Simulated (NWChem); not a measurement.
# CH$_{2}$Cl$_{2}$F$_{2}$Si; SMILES FC[Si](F)(Cl)Cl

```xyz
8

F     -0.9846    -2.4136    -0.0622
C     -1.3437    -1.1323    -0.3957
Si    -0.0757     0.1006     0.2317
F     -0.0280     0.0868     1.8410
Cl     1.7945    -0.3300    -0.4500
Cl    -0.6498     1.9687    -0.3658
H     -2.3307    -0.8929     0.0406
H     -1.4382    -1.0415    -1.4926
```
Atoms are numbered in this order, from 1.

Level: PBE0/def2-SVP (NWChem), optimised geometry, unscaled harmonic frequencies. 

| frequency (cm⁻¹) | IR intensity (km/mol) |
|---|---|
| 68 | 4.2 |
| 104 | 2.6 |
| 160 | 2.3 |
| 204 | 1.9 |
| 229 | 5.6 |
| 265 | 19.7 |
| 348 | 17.7 |
| 514 | 58.5 |
| 643 | 218.5 |
| 731 | 43.0 |
| 789 | 59.0 |
| 943 | 139.0 |
| 1123 | 76.1 |
| 1245 | 4.4 |
| 1323 | 3.1 |
| 1447 | 5.4 |
| 3053 | 7.6 |
| 3117 | 5.7 |

The zero-point energy is 23.3 kcal/mol and the thermal correction to the enthalpy at 298.15 K (with zero-point energy) comes out as 28.6 kcal/mol. The heat capacity Cv comes out as 23.4 cal/(mol K), the entropy at 298.15 K and 1 atm (symmetry number 1) is 88.5 cal/(mol K) and the dipole moment comes out as 1.92 D.

Rigid rotor and harmonic oscillator; modes under 100 cm⁻¹ make the entropy uncertain.
